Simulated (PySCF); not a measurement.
Electron correlation in Be (beryllium, neutral)

[He] 2s1 2p1, high-spin 3P determinant (an excited configuration). Computed with PySCF 2.14 in x2c-TZVPPall with one added diffuse shell of s type (6s3p1d, 20 functions), with the spin-free X2C one-electron Hamiltonian (Gaussian nucleus). Frozen: nothing; 4 electrons correlated.

```csv
level,correlation energy (mhartree)
CCSD,-35.59
(T),-0.02
CCSD(T),-35.61
CCSDT,-35.62
FCI,-35.62
```

Diagnostics: T1 = 0.0022, D1 = 0.0055, largest double amplitude 0.042, weight of the Hartree-Fock determinant in FCI 0.9918 (22800 determinants).

Cost of the coupled-cluster step: about 0.13 core-seconds, for 4 correlated electrons.

The basis was made for the ground configuration and has no added diffuse functions, which can raise the energy of the promoted electron.

This basis was not built for core-valence correlation, so the inner-shell part is incomplete.
